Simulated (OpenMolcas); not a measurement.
An OpenMolcas run meant for Pb III (ANO-R3, X2C; inactive shells 1s 2s 2p 3s 3p 3d 4s 4p 4d 4f 5s 5p 5d; intended active space 2 electrons in 9 orbitals (RAS2 6s 6p; RAS3 6d, at most 2 electrons)). One step of its input:

```
&CASPT2
Multistate=3 1 2 3
Frozen=15 19
IPEA=0.25
Shift=2.0
MaxIter=60
WThr=0.0 0.3 0.05
PrWF=0.5
NoMix
```

The run finished. Its levels beside those of a sound run (SS-RASPT2, IPEA 0.25 Eh, imaginary shift 0.1 Eh (closed shells correlated: 5d)), in cm⁻¹ above each run's lowest level:

| Level | This run | Usual run |
| --- | --- | --- |
| 6s² ¹S₀ | 0.0 | 0.0 |
| 6s 6p ³P°₀ | 61932 | 63018 |
| 6s 6p ³P°₁ | 65600 | 66599 |
| 6s 6p ³P°₂ | 77308 | 78394 |
| 6s 6p ¹P°₁ | 94731 | 94240 |

Question: Which setting is unsound, and how much does it matter here?

Answer: The level shift is far above the usual 0.1 to 0.3 hartree and damps the second-order energy. Against the sound run the excited levels shown move by 920 cm-1 on average and by 1100 cm-1 at most.

The run also gave levels led by 6s 6d, which use shells meant for correlation; these and all levels above them are left out. Spin-orbit splittings of 6p shells tend to come out small when the coupling is added on scalar orbitals. Levels of configurations outside the active space are missing.

° marks odd parity.
